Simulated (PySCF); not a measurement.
AsH₃ + 3 F₂ → AsF₃ + 3 HF

Level: B3LYP in the def2-TZVP basis family, all electrons, no relativity, computed in PySCF with density fitting; open shells unrestricted.

| species | state and structure | E (Eh) | ZPE (kJ/mol) | H(298 K) − H(0) (kJ/mol) | S° (J/(mol K)) |
| --- | --- | --- | --- | --- | --- |
| AsH₃ | singlet, C3v, As–H 1.525 Å (×3); H–As–H 92.0° (×3) | -2237.71047 | 57.0 | 10.2 | 222.9 |
| F₂ | singlet, D∞h, F–F 1.396 Å | -199.59957 | 6.3 | 8.8 | 202.2 |
| AsF₃ | singlet, C3v, As–F 1.730 Å (×3); F–As–F 96.1° (×3) | -2535.67007 | 17.4 | 14.4 | 290.2 |
| HF | singlet, C∞v, H–F 0.924 Å | -100.49049 | 24.4 | 8.7 | 173.7 |

**Question.** What is the electronic reaction energy?

**Answer.** At B3LYP/def2-TZVP, ΔE = -1660.3 kJ/mol from the differences of the total energies times 2625.5, downhill. 

**Question.** Add zero-point, thermal and entropy terms for 298.15 K and 1 bar.

**Answer.** ΔZPE = 14.7 and Δ[H(298) − H(0)] = 3.9 kJ/mol give ΔH° = -1641.7 kJ/mol. ΔS° = -18.2 J/(mol K), so ΔG° = -1641.7 − 298.15 × (-0.0182) = -1636 kJ/mol.

The structures come from searches over a few start shapes, so lower isomers are not excluded.
